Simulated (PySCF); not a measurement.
## Working out the ionisation energy of Ho²⁺

Ho²⁺ [Xe] 4f11 (high-spin determinant) → Ho³⁺ [Xe] 4f10 (high-spin determinant). Computed with PySCF 2.14 in cc-pVDZ-X2C (8s7p5d3f1g, 84 functions), with scalar relativity by spin-free X2C-1e. Frozen: [Kr] 4d10. Energies in hartree (1 hartree = 27.21139 eV):

```
            part   Ho²⁺ (lower)   Ho³⁺ (upper)
             UHF  -12610.660751  -12609.978244
CCSD correlation      -0.664240      -0.558352
             (T)      -0.025054      -0.017826
```

Question: What does Hartree-Fock give?

Answer: (-12609.978244) − (-12610.660751) = 0.682507 hartree = 18.572 eV.

Question: What do CCSD and CCSD(T) give?

Answer: The CCSD correlation energies differ by 0.105888 hartree = 2.881 eV and the triples by 0.007228 hartree = 0.197 eV, so CCSD gives 21.453 eV and CCSD(T) 21.650 eV.

A first-order spin-orbit estimate adds -0.059 eV to CCSD(T) (valence), giving 21.591 eV against 22.79 ± 0.03 eV (semi-empirical (NIST evaluation); NIST Atomic Spectra Database, ionization energies).

One determinant mixes LS terms, so it does not stand for a single term.

A double-zeta basis recovers only part of the correlation energy.

What remains against the reference includes basis incompleteness, the frozen core and higher excitations.
